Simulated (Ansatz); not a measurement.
How methods differ on CH7GaSi (SMILES [CH3][GaH][SiH3])

The species is CH7GaSi (10 atoms), meant as a singlet with charge 0. SMILES: `[CH3][GaH][SiH3]`. The coordinates come from a PBE0-D4/def2-TZVP relaxation.

Each level gives the electronic atomisation energy (eV). The values are calculated. Electronic energies at fixed atoms, without zero-point motion or spin-orbit coupling.

| level | kind | program | value (eV) | CPU time (all runs) |
| --- | --- | --- | --- | --- |
| PBE/6-31G* (spherical functions) | GGA | Ansatz | 30.56 | 12 s |
| r2SCAN/6-31G* (spherical functions) | meta-GGA | Ansatz | 30.77 | 30 s |
| B3LYP/6-31G* (spherical functions) | global hybrid | Ansatz | 30.42 | 14 s |
| BHLYP/6-31G* (spherical functions) | global hybrid | Ansatz | 30.12 | 13 s |
| PBE0/6-31G* (spherical functions) | global hybrid | Ansatz | 30.50 | 13 s |
| CAM-B3LYP/6-31G* (spherical functions) | range-separated hybrid | Ansatz | 30.76 | 15 s |
| PBE-QIDH/6-31G* (spherical functions) | double hybrid | Ansatz | 29.67 | 16 s |
| MP2/6-31G* (spherical functions) | perturbation theory | Ansatz | 27.46 | 3.9 s |

All-electron rows without a relativistic Hamiltonian named are non-relativistic. The values span 27.46 to 30.77 eV. In the correlated wave-function rows the outer d shell of Ga is correlated, in sets not made for it. CPU times are rough (shared hosts, several kinds of processor): they show what a rung costs within a factor of a few.
